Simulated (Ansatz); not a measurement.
System: SnI2, net charge 0, singlet state. 
Geometry from a B3LYP-D3(BJ)/def2-TZVP (Ansatz, a program for electronic structure) optimisation:
```
Sn
I 1 2.7577
I 1 2.7577 2 100.68
```

Wanted: vertical triplet-singlet gap (E(triplet) - E(singlet); each state is the SCF solution reached for its spin), in kJ/mol. Valence correlation only, unless marked. Open shells are spin-unrestricted. Spin-orbit coupling is left out. Frozen are the shells of the preceding noble gas and the d and f shells that filled before the atom's block. In def2 rows, elements after Kr have scalar-relativistic effective core potentials. Basis-set limits of correlation are two-point, X^-3; Hartree-Fock from the larger set. The bracket is a focal-point correction in the basis named.

```
level                                                          program  vertical triplet-singlet gap (kJ/mol)  minus last row
-------------------------------------------------------------  -------  -------------------------------------  --------------
HF/def2-SVPD                                                    Ansatz                                  168.5           -48.3
SVWN5/def2-TZVPD                                                Ansatz                                  228.0            11.2
PBE/def2-TZVPD                                                  Ansatz                                  217.0             0.2
B3LYP/def2-TZVPD                                                Ansatz                                  222.4             5.6
PBE0/def2-TZVPD                                                 Ansatz                                  213.3            -3.5
BHLYP/def2-TZVPD                                                Ansatz                                  217.4             0.6
wB97M-V/def2-TZVPD                                              Ansatz                                  218.4             1.6
wB97X-V/def2-TZVPD                                              Ansatz                                  225.4             8.6
B2PLYP/def2-TZVPD                                               Ansatz                                  221.6             4.8
MP2/def2-SVPD                                                   Ansatz                                  210.9            -5.9
MP2/def2-TZVPPD                                                 Ansatz                                  213.5            -3.3
RI-MP2/def2-TZVPPD                                              Ansatz                                  213.5            -3.3
RI-MP2/def2-QZVPPD                                              Ansatz                                  217.5             0.7
RI-MP2/CBS(def2-TZVPPD,def2-QZVPPD)                             Ansatz                                  220.7             3.9
SCS-MP2/def2-SVPD                                               Ansatz                                  215.5            -1.3
SCS-MP2/def2-TZVPPD                                             Ansatz                                  219.3             2.5
CCSD/def2-SVPD                                                  Ansatz                                  207.0            -9.8
CCSD(T)/def2-SVPD                                               Ansatz                                  209.3            -7.5
CCSD(T)/def2-TZVPPD                                             Ansatz                                  209.7            -7.1
RI-MP2/CBS(def2-TZVPPD,def2-QZVPPD)+[CCSD(T)-MP2]/def2-SVPD     Ansatz                                  219.0             2.2
RI-MP2/CBS(def2-TZVPPD,def2-QZVPPD)+[CCSD(T)-MP2]/def2-TZVPPD   Ansatz                                  216.8             0.0
```
